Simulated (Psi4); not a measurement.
Pair of molecules, SMILES N with SMILES Cl (the first has 4 atoms); geometry from B3LYP-D3(BJ)/def2-TZVP.
(charge 0, multiplicity 1):
```
atom    x (Å)    y (Å)   z (Å)
----  -------  -------  ------
N     -0.0303   0.0770  0.6092
H     -0.5200  -0.7547  0.2991
H     -0.4651   0.8821  0.1729
H      0.9284   0.0198  0.2851
Cl    -0.1286   0.3167  3.6727
H     -0.0858   0.2120  2.3353
```

Method: SAPT0/jun-cc-pV(D+d)Z (Psi4 1.11).

Problem. Which attractive term is largest, and how does the interaction split up?

Solution. electrostatics -21.60, exchange 27.70, induction -12.40, dispersion -4.01, total -10.31 kcal/mol; the largest attraction is electrostatics.
